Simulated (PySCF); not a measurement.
# Bonding in `C#Cc1cnc[nH]1`

C5H4N2.
SMILES with atom numbers: `[CH:1]#[C:2][c:3]1[cH:4][n:5][cH:6][nH:7]1` (hydrogens: H8 on C1; H9 on C4; H10 on C6; H11 on N7)

Bond orders from the PBE0/pcSseg-1 density (PySCF). Isolated species at its GFN2-xTB geometry, gas phase.

(1) Where do the orders between heavy atoms depart from those drawn in the SMILES?

(2) Set the Mayer orders of the bonds beside their lengths.

Results:

(1) The largest departure is 0.713, at C1–C2 (drawn triple, 2.287), counting aromatic bonds as 1.5. Drawn double or triple, more than 0.30 short of the drawn order: C1–C2 (2.287). The bonds drawn aromatic range from 1.09 to 1.59.

(2) 
| bond | drawn as | length (Å) | Mayer order |
| --- | --- | --- | --- |
| C1–C2 | triple | 1.202 | 2.287 |
| C2–C3 | single | 1.400 | 0.927 |
| C3–C4 | aromatic | 1.378 | 1.499 |
| C4–N5 | aromatic | 1.353 | 1.371 |
| N5–C6 | aromatic | 1.304 | 1.591 |
| C6–N7 | aromatic | 1.353 | 1.205 |
| N7–C3 | aromatic | 1.375 | 1.087 |
| C1–H8 | single | 1.048 | 1.145 |
| C4–H9 | single | 1.071 | 1.007 |
| C6–H10 | single | 1.072 | 0.973 |
| N7–H11 | single | 1.007 | 0.929 |

By pair of heavy elements: C–C: lowest C2–C3 (0.927, 1.400 Å), highest C1–C2 (2.287, 1.202 Å). C–N: lowest N7–C3 (1.087, 1.375 Å), highest N5–C6 (1.591, 1.304 Å).

Sum the orders of all bonds at each heavy atom with more than one neighbour and set the sums beside the valence in the SMILES.

C1 3.432 (drawn 4), C2 3.214 (drawn 4), C3 3.513 (drawn 4), C4 3.877 (drawn 4), N5 2.962 (drawn 3), C6 3.769 (drawn 4), N7 3.221 (drawn 3). Orders between atoms that aren't bonded are not in these sums.

Mayer orders depend on the basis set.
